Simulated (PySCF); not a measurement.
Task: Write Cartesian coordinates for InChI=1S/C6H6FNO2/c7-5-6(3-10-5)2-9-4(6)1-8/h4-5H,2-3H2/t4-,5-,6-/m0/s1 as optimised with GFN2-xTB.

Result: 
```xyz
16
C6H6FNO2 angstrom
N     -0.761    0.825   -3.064
C     -0.932    0.334   -2.047
C     -1.113   -0.259   -0.739
O     -2.001    0.481    0.107
C     -0.966    0.782    1.042
C      0.053   -0.021    0.237
C      1.426    0.509   -0.184
O      2.068   -0.602    0.462
C      0.856   -1.187    0.823
F      0.639   -2.368    0.168
H     -1.419   -1.308   -0.849
H     -0.763    1.855    1.095
H     -1.191    0.393    2.039
H      1.722    1.459    0.265
H      1.612    0.522   -1.261
H      0.763   -1.405    1.895
```

Orientation and origin are arbitrary. Atoms count from 1 in this order. The 4 C–O bonds span 1.393 Å (O8–C9, drawn single) to 1.436 Å (C7–O8, drawn single), a spread of 0.043 Å. The C–C distances run from 1.447 Å (C2–C3, drawn single) to 1.540 Å (C3–C6, drawn single), a spread of 0.093 Å. The 4-membered ring C6–C7–O8–C9 has internal angles of 84.2° to 93.0° (sum 360°, against 360° for a flat polygon); it is almost planar, 0.02 Å rms from its mean plane, widest ring torsion 3°. Of the pairs four or more bonds apart, C2···H15 is among the closest relative to their van der Waals radii: 2.67 Å, 92 % of the sum of Bondi's values.

Bonds between heavy atoms (Å): N1≡C2 1.142, C2–C3 1.447, C3–O4 1.433, O4–C5 1.427, C5–C6 1.526, C6–C7 1.530, C7–O8 1.436, O8–C9 1.393, C9–F10 1.368, C3–C6 1.540, C6–C9 1.531.

Structure optimised with GFN2-xTB, isolated species.

Point group: C1 (no symmetry element, even within 0.4 Å). No frequency check.

All values are computed, not measured.
